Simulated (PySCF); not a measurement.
Cartesian coordinates in Å; atom numbers follow the order of the lines, from 1:
```xyz
27

C     1.611    1.924   -0.751
Si    1.723    0.302    0.189
C     2.207   -1.078   -0.989
C     2.935    0.429    1.605
O     0.250   -0.062    0.905
C    -0.972   -0.182    0.213
C    -1.715   -1.416    0.749
C    -3.117   -1.555    0.133
Al   -3.631    0.339   -0.030
C    -1.845    1.071    0.337
H     0.861    1.871   -1.557
H     1.328    2.751   -0.081
H     2.578    2.177   -1.216
H     3.180   -0.872   -1.465
H     1.465   -1.201   -1.795
H     2.286   -2.038   -0.455
H     3.953    0.646    1.242
H     2.640    1.233    2.297
H     2.968   -0.512    2.174
H    -0.780   -0.360   -0.869
H    -1.083   -2.306    0.591
H    -1.787   -1.283    1.844
H    -3.771   -2.220    0.718
H    -3.057   -2.009   -0.876
H    -5.019    1.053   -0.344
H    -1.818    1.391    1.399
H    -1.459    1.918   -0.250
```

Geometry: PBE0-D3(BJ)/def2-SVP; GIAO absolute shieldings from PySCF 2.14.0 with density-fitted response routines, gas phase, non-relativistic, averaged over equivalent atoms.

At PBE0/pcSseg-1 (269 basis functions, 3.6 min wall time on 1 thread of an Intel Xeon, shared host):
| atoms | σ (ppm) |
| --- | --- |
| C6 | 107.9 |
| C7 | 145.2 |
| C10 | 158.5 |
| C8 | 172.3 |
| C1/C3/C4 | 184.8 |
| Si2 | 333.0 |
| O5 | 241.5 |
| Al9 | 240.1 |
| H25 | 25.44 |
| H20 | 27.80 |
| H21 | 29.04 |
| H22 | 30.07 |
| H27 | 30.24 |
| H23 | 30.49 |
| H26 | 31.16 |
| H11/H12/H13/H14/H15/H16/H17/H18/H19 | 31.19 |
| H24 | 31.27 |

Task: What do these become at HF/pcSseg-1?

Result: 
| atoms | σ at HF/pcSseg-1 | change |
| --- | --- | --- |
| C6 | 124.1 | +16.2 |
| C7 | 155.9 | +10.7 |
| C10 | 170.6 | +12.1 |
| C8 | 184.5 | +12.2 |
| C1/C3/C4 | 191.1 | +6.3 |
| Si2 | 380.7 | +47.7 |
| O5 | 276.1 | +34.6 |
| Al9 | 305.4 | +65.3 |
| H25 | 26.54 | +1.10 |
| H20 | 28.92 | +1.12 |
| H21 | 29.60 | +0.56 |
| H22 | 30.60 | +0.53 |
| H27 | 30.97 | +0.73 |
| H23 | 31.28 | +0.79 |
| H26 | 31.73 | +0.57 |
| H11/H12/H13/H14/H15/H16/H17/H18/H19 | 31.63 | +0.44 |
| H24 | 32.00 | +0.73 |

The largest change is at Al9 (aluminium bonded to 2 C, H, in a 5-membered ring). Cost: 269 basis functions, 110 s wall time on 1 thread of an Intel Xeon, shared host. The order of the carbon signals is the same at both levels.
